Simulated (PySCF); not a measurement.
C$_{5}$H$_{10}$O$_{2}$, triplet, at a GFN2-xTB geometry (a higher spin typed on purpose: for a closed-shell molecule this is an excited state), with bond 16-4 at 1.4 times its length; CASSCF(4,5)/STO-3G (PySCF).

Here is a job for PySCF.
```python
from pyscf import gto, scf, mcscf
import numpy

mol = gto.Mole()
mol.atom = '''
    C    -0.723353    0.176483    1.508366
    C    -0.605413    0.183706    0.000732
    C    -1.565765   -0.772340   -0.671376
    C    -0.648058    1.568675   -0.608406
    C     0.965297   -0.348028   -0.406001
    O     1.842970    0.557622    0.120741
    O     1.024797   -1.595360   -0.211657
    H    -0.049085    0.902175    1.958882
    H    -1.743976    0.432607    1.796599
    H    -0.503029   -0.814207    1.902180
    H    -2.584387   -0.401154   -0.554016
    H    -1.497070   -1.762888   -0.230851
    H    -1.349499   -0.853693   -1.733625
    H     0.111072    2.214747   -0.176015
    H    -0.495824    1.523590   -1.683834
    H    -2.022402    2.178390   -0.339454
    H     2.263149    0.205559    0.924409
'''
mol.basis = 'sto-3g'
mol.charge = 0
mol.spin = 2
mol.verbose = 4
mol.build()

mf = scf.ROHF(mol)
mf.kernel()
mc = mcscf.CASSCF(mf, 5, 4)
mc.kernel()
occ = numpy.linalg.eigvalsh(mc.fcisolver.make_rdm1(mc.ci, mc.ncas, mc.nelecas))[::-1]
ss = mc.fcisolver.spin_square(mc.ci, mc.ncas, mc.nelecas)[0]
print('natural occupations', occ.round(4), ' <S^2>', round(ss, 4))
```

### Question
Predict the main parts of the log of this PySCF run.

### Answer

```
PySCF version 2.14.0

[INPUT] verbose = 4
[INPUT] num. atoms = 17
[INPUT] num. electrons = 56
[INPUT] charge = 0
[INPUT] spin (= nelec alpha-beta = 2S) = 2
[INPUT] symmetry False subgroup None
[INPUT] Mole.unit = angstrom
[INPUT] Symbol           X                Y                Z      unit          X                Y                Z       unit  Magmom
[...]
nuclear repulsion = 325.877557279177
number of shells = 31
number of NR pGTOs = 135
number of NR cGTOs = 45
basis = sto-3g
ecp = {}

******** <class 'pyscf.scf.rohf.ROHF'> ********
method = ROHF
initial guess = minao
damping factor = 0
level_shift factor = 0
DIIS = <class 'pyscf.scf.diis.CDIIS'>
diis_start_cycle = 1
diis_space = 8
diis_damp = 0
SCF conv_tol = 1e-09
SCF conv_tol_grad = None
SCF max_cycles = 50
direct_scf = True
direct_scf_tol = 1e-13
num. doubly occ = 27  num. singly occ = 2
Set gradient conv threshold to 3.16228e-05
init E= -341.362530711814
[...]
cycle= 1 E= -340.055819492777  delta_E= 1.31  |g|= 0.626  |ddm|= 3.55
[...]
cycle= 2 E= -340.145559820074  delta_E= -0.0897  |g|= 0.673  |ddm|= 1.38
[...]
cycle= 3 E= -340.310626458501  delta_E= -0.165  |g|= 0.103  |ddm|= 0.71
[...]
cycle= 4 E= -340.33695756467  delta_E= -0.0263  |g|= 0.102  |ddm|= 0.321
[...]
cycle= 5 E= -340.352275215988  delta_E= -0.0153  |g|= 0.0515  |ddm|= 0.25
[...]
cycle= 6 E= -340.355936751552  delta_E= -0.00366  |g|= 0.0122  |ddm|= 0.142
[...]
cycle= 7 E= -340.356215646939  delta_E= -0.000279  |g|= 0.0058  |ddm|= 0.0384
[...]
cycle= 8 E= -340.356291043352  delta_E= -7.54e-05  |g|= 0.00286  |ddm|= 0.0197
[...]
cycle= 9 E= -340.356321649752  delta_E= -3.06e-05  |g|= 0.00165  |ddm|= 0.0139
[...]
cycle= 10 E= -340.35633482872  delta_E= -1.32e-05  |g|= 0.00101  |ddm|= 0.00801
[...]
cycle= 11 E= -340.356342667456  delta_E= -7.84e-06  |g|= 0.000801  |ddm|= 0.0066
[...]
cycle= 12 E= -340.356349291496  delta_E= -6.62e-06  |g|= 0.000587  |ddm|= 0.00739
[...]
cycle= 13 E= -340.356354186666  delta_E= -4.9e-06  |g|= 0.000396  |ddm|= 0.00899
[...]
cycle= 14 E= -340.356355664986  delta_E= -1.48e-06  |g|= 0.000111  |ddm|= 0.00628
[...]
cycle= 15 E= -340.356355747785  delta_E= -8.28e-08  |g|= 4.16e-05  |ddm|= 0.00165
[...]
cycle= 16 E= -340.356355751382  delta_E= -3.6e-09  |g|= 1.35e-05  |ddm|= 0.000218
[...]
cycle= 17 E= -340.356355751584  delta_E= -2.02e-10  |g|= 4e-06  |ddm|= 4.39e-05
[...]
Extra cycle  E= -340.3563557516  delta_E= -1.55e-11  |g|= 2.1e-06  |ddm|= 1.13e-05
converged SCF energy = -340.3563557516

******** <class 'pyscf.mcscf.mc1step.CASSCF'> ********
CAS (3e+1e, 5o), ncore = 26, nvir = 14
max_cycle_macro = 50
max_cycle_micro = 4
conv_tol = 1e-07
conv_tol_grad = None
orbital rotation max_stepsize = 0.02
orbital rotation threshold for CI restart = 0.01
augmented hessian ah_max_cycle = 30
augmented hessian ah_conv_tol = 1e-12
augmented hessian ah_linear dependence = 1e-14
augmented hessian ah_level shift = 1e-08
augmented hessian ah_start_tol = 2.5
augmented hessian ah_start_cycle = 3
augmented hessian ah_grad_trust_region = 3
kf_trust_region = 3
kf_interval = 4
ci_response_space = 4
ci_grad_trust_region = 3
with_dep4 0
natorb = False
canonicalization = True
sorting_mo_energy = False
ao2mo_level = 2
internal_rotation = False
******** <class 'pyscf.fci.direct_spin1.FCISolver'> ********
max. cycles = 50
conv_tol = 1e-08
davidson only = False
linear dependence = 1e-12
level shift = 0.001
max iter space = 12
nroots = 1
pspace_size = 400
spin = None
CASCI E = -340.362710571787  S^2 = 2.0000000
Set conv_tol_grad to 0.000316228
macro iter   1 ( 21 JK    4 micro), CASSCF E = -340.376195222224  dE = -1.34846504e-02  S^2 = 2.0000000
               |grad[o]|=0.012  |grad[c]|=0.0272  |ddm|=0.0302  |maxRot[o]|=0.312
macro iter   2 ( 21 JK    4 micro), CASSCF E = -340.385826514750  dE = -9.63129253e-03  S^2 = 2.0000000
               |grad[o]|=0.0283  |grad[c]|=0.0176  |ddm|=0.0491  |maxRot[o]|=0.158
macro iter   3 ( 19 JK    4 micro), CASSCF E = -340.393246940113  dE = -7.42042536e-03  S^2 = 2.0000000
               |grad[o]|=0.0268  |grad[c]|=0.0133  |ddm|=0.0242  |maxRot[o]|=0.165
macro iter   4 ( 17 JK    4 micro), CASSCF E = -340.396211298434  dE = -2.96435832e-03  S^2 = 2.0000000
               |grad[o]|=0.0167  |grad[c]|=0.00563  |ddm|=0.00625  |maxRot[o]|=0.132
macro iter   5 ( 16 JK    4 micro), CASSCF E = -340.396415682332  dE = -2.04383899e-04  S^2 = 2.0000000
               |grad[o]|=0.0044  |grad[c]|=0.00124  |ddm|=0.000637  |maxRot[o]|=0.125
macro iter   6 (  8 JK    2 micro), CASSCF E = -340.396418924788  dE = -3.24245565e-06  S^2 = 2.0000000
               |grad[o]|=0.000482  |grad[c]|=0.000878  |ddm|=0.000165  |maxRot[o]|=0.0857
macro iter   7 ( 20 JK    4 micro), CASSCF E = -340.396430548764  dE = -1.16239763e-05  S^2 = 2.0000000
               |grad[o]|=0.000198  |grad[c]|=0.00152  |ddm|=0.000528  |maxRot[o]|=0.234
macro iter   8 (  9 JK    2 micro), CASSCF E = -340.396433948055  dE = -3.39929079e-06  S^2 = 2.0000000
               |grad[o]|=0.000261  |grad[c]|=0.00105  |ddm|=0.000549  |maxRot[o]|=0.0773
macro iter   9 (  6 JK    1 micro), CASSCF E = -340.396434435213  dE = -4.87157990e-07  S^2 = 2.0000000
               |grad[o]|=0.000107  |grad[c]|=0.000414  |ddm|=9.26e-05  |maxRot[o]|=0.0305
macro iter  10 (  6 JK    1 micro), CASSCF E = -340.396434924091  dE = -4.88878015e-07  S^2 = 2.0000000
               |grad[o]|=0.00013  |grad[c]|=0.0005  |ddm|=0.000121  |maxRot[o]|=0.0185
macro iter  11 (  6 JK    1 micro), CASSCF E = -340.396435118947  dE = -1.94856568e-07  S^2 = 2.0000000
               |grad[o]|=0.000128  |grad[c]|=0.000292  |ddm|=7.41e-05  |maxRot[o]|=0.011
macro iter  12 (  7 JK    1 micro), CASSCF E = -340.396435209781  dE = -9.08331117e-08  S^2 = 2.0000000
               |grad[o]|=6.37e-05  |grad[c]|=0.000212  |ddm|=2.48e-05  |maxRot[o]|=0.0096
1-step CASSCF converged in  12 macro (156 JK  32 micro) steps
CASSCF canonicalization
Density matrix diagonal elements [1.91498989 0.99993632 0.99999242 0.08131672 0.00376465]
CASSCF energy = -340.396435209781
CASCI E = -340.396435209781  E(CI) = -3.20938123464362  S^2 = 2.0000000
natural occupations [1.915e+00 1.000e+00 9.999e-01 8.490e-02 1.000e-04]  <S^2> 2.0
```
